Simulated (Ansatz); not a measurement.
A made-up structure of MgHTeBr, closed shell:

Br1  (4.353, -0.555, -0.703)
Mg2  (-0.665, 0.461, -0.023)
Te3  (1.897, 0.190, -0.441)
H4  (1.720, -1.364, 0.119)
(Å)

It is relaxed with PBE-D4/def2-SVP and then PBE0-D4/def2-TZVP (Ansatz 0.2.0). Atoms count as bonded within 1.22 times the sum of their covalent radii (H–H: 0.88 Å). The end point is not checked to be a true minimum.

Task: Does its bonding change? (A judgement: the text doesn't fix the answer.)

Result: Computed: No: no bond forms or breaks.

Where it ends: The first stage lowers the energy by 0.26 eV in 4 steps. It ends as MgHTeBr ([Mg][TeH][Br]):
Br1  (4.521, -0.527, -0.742)
Mg2  (-0.835, 0.494, 0.005)
Te3  (2.001, 0.133, -0.452)
H4  (1.618, -1.368, 0.140)
(Å)

Labels in which every atom is bracketed show which atoms are joined, not bond orders.

For scale, one of the runs: PBE0-D4/def2-TZVP relaxation, 136 basis functions, launched by `ansatz run in.yaml --threads 2 --pin off --events-out ev --progress --plain --max-ram 4352MiB`. The run took about 24 s on 2 CPU threads of an Arm Neoverse V2 (shared host).
